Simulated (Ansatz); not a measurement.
Two structures of SnPH6Br, singlet, reached by relaxing down either side of one saddle point (PBE0-D4/def2-TZVP). Energies are electronic, without zero-point energy. Program: Ansatz 0.2.0. Basis: def2-TZVPP and def2-QZVPP. Cores are frozen in the correlated methods. Filled d shells of the heavier atoms are correlated. Core potentials replace the inner electrons of the atoms past krypton. The def2 sets are not built for correlating such inner shells, so the correlated values are less sure here. Extrapolation: Hartree–Fock as exp(−7.88 √X), correlation as X^−2.97. First:

```xyz
9
angstrom
Sn -0.4956 -0.2387 -1.8943
Br 1.7404 -1.0220 -1.1231
H -0.5396 -0.6207 -3.5547
H -1.6549 -1.1101 -1.0118
H -0.5510 1.4369 -1.6272
H 1.3220 1.0378 1.9160
P 0.0485 0.4215 1.8366
H -0.3764 0.9097 3.1009
H 0.5065 -0.8143 2.3574
```

Second:

Sn1  (-1.337, -0.088, -1.027)
Br2  (4.074, 0.483, 0.608)
H3  (-0.863, -1.345, -2.074)
H4  (-2.923, -0.361, -0.462)
H5  (-1.248, 1.414, -1.824)
H6  (2.645, 0.289, 0.729)
P7  (0.300, -0.032, 0.871)
H8  (-0.463, 0.848, 1.679)
H9  (-0.185, -1.207, 1.500)
(Å)

Task: Which bonds change from the first to the second?

Result: SnH₃Br ([Br][SnH3]) + PH₃ → SnPH₅ ([PH2][SnH3]) + HBr; bonds formed: Sn1–P7, Br2–H6; bonds broken: Sn1–Br2, H6–P7.

Task: Give the saddle point's structure and its height above each. (To be estimated.)

Result: Computed: 32.63 kcal/mol above the first and 15.89 kcal/mol above the second (CCSD(T) at an estimated basis limit (MP2 extrapolated from triple and quadruple zeta, plus CCSD(T) − MP2 in triple zeta)).
```xyz
9
angstrom
Sn -0.7651 0.0132 -1.0957
Br 2.5712 0.0514 -0.6351
H -0.2951 -1.4371 -1.8196
H -2.4633 -0.0009 -0.8192
H -0.3199 1.4754 -1.8133
H 1.5114 0.5792 0.9774
P 0.1405 0.0688 1.2659
H -0.7507 0.5079 2.2807
H 0.3711 -1.2580 1.6589
```

T1 diagnostic: at most 0.013.

Labels in which every atom is bracketed show which atoms are joined, not bond orders.

For scale, one of the runs: CCSD(T)/def2-TZVPP, 224 basis functions, launched by `ansatz run in.yaml --threads 8 --pin off --events-out ev --progress --plain --max-ram 19148MiB`. Hardware: 8 CPU threads of an Intel Xeon 6975P-C, shared host. Wall time 40 s; peak host memory 4.2 GiB.
